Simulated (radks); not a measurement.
Numerical settings for neutral iridium, [Xe] 4f14 5d7 6s2. Method: Dirac Kohn-Sham, PBE, spin-unpolarised, spherical densities, point nucleus; open shells fill j = l - 1/2 first; computed with a radial shooting solver on a logarithmic mesh with Libxc functionals. The defaults (mesh step 0.008 in ln r, mesh end at 40 bohr or more with all orbitals vanishing there, Anderson mixing 0.5 over 9 steps, residual threshold near 1e-9 with the energy settled to 1e-9 hartree or 1e-11 of itself, here a cap of 96 iterations) give E = -17858.082 hartree and 6s1/2 at -6.295 eV in 15 iterations. Run on one thread of a shared host, so times are rough (Arm Neoverse N1): 0.25 s of CPU time, 0.25 s wall, 15 iterations on 2728 mesh points. Changes against that run (0 stands for a change within the tolerance of the run):

| setting | iterations | converged | E (mhartree) | e(6s1/2) (meV) | CPU (s) |
|---|---|---|---|---|---|
| mesh step in ln r 0.05 | 15 | yes | +0.0586 | +0.00713 | 0.06 |
| mesh step in ln r 0.003 | 15 | yes | 0 | 0 | 0.65 |
| mesh step in ln r 0.005 | 15 | yes | 0 | 0 | 0.39 |
| mesh end (bohr) 5 | 14 | yes | +111 | +2.42e+03 | 0.22 |
| mesh end (bohr) 1 | 14 | level above zero | +3.29e+05 | +1.35e+06 | 0.17 |
| residual threshold 0.001 | 10 | yes | 0 | +0.235 | 0.2 |
| residual threshold 1e-16 | 96 | no | 0 | 0 | 0.75 |
| mixing 0.05 | 20 | yes | 0 | 0 | 0.32 |
| linear mixing, mixing 0.8 | 96 | no | +2.74e+05 | -1.06e+04 | 3.7 |
| linear mixing, mixing 1 | 96 | no | +1.25e+06 | +6.3e+03 | 6 |
| mixing history 2 | 24 | yes | 0 | 0 | 0.34 |
| iteration cap 3 | 3 | no | +34.1 | -411 | 0.07 |

Settled on a wrong energy, with an occupied level pushed above zero by the early mesh end: mesh end (bohr) 1 (+329 hartree). Apart from these: settings that end as converged yet miss the energy by more than 1 mhartree: mesh end (bohr) 5 (+0.111 hartree). A mesh that ends early acts as a hard wall.
